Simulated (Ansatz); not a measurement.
Reaction (substitution at a C–Br bond): `CC(C)(C)Br` + `C=CNCC` → `C=CN(CC)C(C)(C)C` + HBr

Computed with Ansatz on PBE0-D4/def2-TZVP structures; ΔE is electronic, products minus reactants. CBS: MP2 limit from def2 TZ/QZ plus the TZ coupled-cluster correction, frozen cores. Functionals use def2-TZVPP. For Br outer-core shells are correlated without core-valence functions, which leaves a few kJ/mol of doubt a bond. Scalar relativity is left out up to krypton. One conformer a species, not always the lowest.

| level | ΔE (eV) |
| --- | --- |
| PBE | 0.45 |
| SCS-MP2/def2-QZVPP | 0.32 |

What does CCSD(T)/CBS give? (Best estimate.)

Computed: +0.27 eV. The listed levels differ from it by 0.18, 0.05 eV.

Largest T1 diagnostic among the species: 0.011.

From PBE to PBE0 (25 % exact exchange), in def2-TZVPP and without D4, ΔE moves by −0.04 eV. In def2-TZVPP, CCSD(T) changes the Hartree–Fock value by −0.38 eV (the triples alone add −0.05 eV) and MP2 by −0.38 eV.
